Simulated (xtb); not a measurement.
C₄H₉NSi, SMILES C1=CCN(C1)[SiH3]. All values are semi-empirical tight-binding results from xtb (GFN2-xTB unless named), good for trends rather than for accurate numbers. Coordinates come from a GFN2-xTB optimisation. This is a generated structure with no PubChem entry under its InChIKey; it may be hypothetical. One conformer was computed; it need not be the lowest.

Optimised geometry:

```xyz
15

Si     1.9821    -0.0113     0.0000
N      0.2736    -0.0745     0.0000
C     -0.5507     0.0546     1.1875
C     -1.9488    -0.0285     0.6603
C     -1.9488    -0.0285    -0.6603
C     -0.5507     0.0546    -1.1875
H      2.4114    -0.6950     1.2204
H      2.4114    -0.6950    -1.2204
H      2.5387     1.3553     0.0000
H     -0.3246    -0.7457     1.9019
H     -0.3917     1.0132     1.7066
H     -2.8001    -0.0665     1.3156
H     -2.8001    -0.0665    -1.3156
H     -0.3917     1.0132    -1.7066
H     -0.3246    -0.7457    -1.9019
```
Charge 0, spin multiplicity 1.

- point group as xtb finds it = Cs
- orbital gap = 3.78 eV
- dipole moment = 0.93 D
- zero-point energy = 72.6 kcal/mol
- G − E(el) at 298.15 K (modified RRHO) = 52.9 kcal/mol
- static polarisability (D4 model) = 83.7 bohr³
- solvation energy, GFN2-xTB/ALPB(water) = -0.1 kcal/mol
- solvation energy, GFN2-xTB/ALPB(chcl3) = -4.0 kcal/mol

Computed atomic charges and the Wiberg bond orders between heavy atoms:
charges (e) Si1 0.46, N2 -0.27, C3 0.02, C4 -0.04, C5 -0.04, C6 0.02, H7 -0.11, H8 -0.11, H9 -0.10, H10 0.03, H11 0.02, H12 0.04, H13 0.04, H14 0.02, H15 0.03. Bond orders Si1–N2 1.11, N2–C3 1.02, C3–C4 1.02, C4–C5 1.93, N2–C6 1.02, C5–C6 1.02.
